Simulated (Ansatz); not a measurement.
SnGe₅ (the lowest singlet isomer of a short search) was relaxed with r2SCAN-D4 (def2-SVP, def2-SVPD) in Ansatz in these states: charge -1 doublet, neutral singlet. The geometries follow in no particular order.

In the def2 sets Sn takes a core potential; there is no spin–orbit coupling.

A:

```xyz
6

Ge    1.1438   -0.1244    1.2489
Ge   -1.1717    0.1194   -1.2233
Ge   -1.4247   -0.2555    1.3091
Ge   -0.1470    1.9301    0.3281
Ge    0.0380   -1.9497   -0.2279
Sn    1.5615    0.2801   -1.4350
```

B:

```xyz
6

Ge   -0.8873    1.1616    0.0264
Ge    0.7975   -1.2230   -0.0814
Ge    1.4954    1.0157    0.9164
Ge   -0.5730   -0.4920    1.9234
Ge    0.8690    0.6924   -1.7421
Sn   -1.7017   -1.1546   -1.0428
```

Judge from the bond lengths which geometry belongs to which state (an estimate).

A is the charge -1 doublet (Ge1–Sn6 2.746 Å, Ge2–Sn6 2.746 Å, Ge2–Ge4 2.595 Å); B is the neutral singlet (Ge1–Sn6 2.678 Å, Ge2–Sn6 2.679 Å, Ge2–Ge4 2.536 Å).

The restricted singlet is unstable towards broken spin symmetry in Hartree–Fock (as tested in another run); at r2SCAN-D4/def2-SVP this wasn't settled. These are the stationary points nearest to one start from a short search; other shapes may lie lower in each state.
